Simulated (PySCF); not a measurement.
bromine (Br2), SMILES BrBr. Geometry optimised at PBE-D3(BJ)/def2-TZVP.

Give the equilibrium geometry at PBE-D3(BJ)/def2-TZVP (PySCF confirms it by a frequency run) as bond lengths and angles, and its point group. (An estimate is asked for; the answer gives what the named calculation found.)

point group D∞h.
Atoms: Br1 Br2. Bonded distances (Å): Br1–Br2 2.311.
Charge 0, spin multiplicity 1.
